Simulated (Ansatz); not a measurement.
`C[O][Mg][O][SiH3]` and `C[O][Mg][NH2]` differ in one atom or group.

Ansatz, PBE0-D4/def2-TZVP geometries, multiplicity 1. Each molecule was computed in one conformer, which needn't be the lowest.

```json
{"property": "HOMO energy (ωB97M-V/def2-TZVPP) / eV", "`C[O][Mg][O][SiH3]`": "-9.80"}
{"property": "size of the dipole moment (ωB97M-V/def2-TZVPP) / D", "`C[O][Mg][O][SiH3]`": "1.64"}
{"property": "HOMO energy (B3LYP/def2-TZVPP) / eV", "`C[O][Mg][O][SiH3]`": "-7.15"}
{"property": "HOMO energy (PBE/def2-TZVPP) / eV", "`C[O][Mg][O][SiH3]`": "-5.88"}
{"property": "size of the dipole moment (B3LYP/def2-TZVPP) / D", "`C[O][Mg][O][SiH3]`": "1.61"}
{"property": "HOMO–LUMO gap (PBE/def2-TZVPP) / eV", "`C[O][Mg][O][SiH3]`": "3.75"}
```

Give the same properties after the change, and the shifts. (Estimate.)

Ansatz gave: 
| property | `C[O][Mg][NH2]` | shift |
| --- | --- | --- |
| HOMO energy (ωB97M-V/def2-TZVPP) / eV | -8.73 | 1.07 |
| size of the dipole moment (ωB97M-V/def2-TZVPP) / D | 0.62 | -1.02 |
| HOMO energy (B3LYP/def2-TZVPP) / eV | -6.10 | 1.05 |
| HOMO energy (PBE/def2-TZVPP) / eV | -4.97 | 0.91 |
| size of the dipole moment (B3LYP/def2-TZVPP) / D | 0.64 | -0.97 |
| HOMO–LUMO gap (PBE/def2-TZVPP) / eV | 3.35 | -0.40 |

With PBE0 the HOMO rises by 1.03 eV and the LUMO rises by 0.45 eV, so the gap narrows by about 0.58 eV. PBE moves the HOMO by 0.91 eV and ωB97M-V by 1.07 eV. Dipoles are sizes alone; their direction can turn.

B3LYP here is the variant with VWN-RPA as its local correlation; programs differ in this.
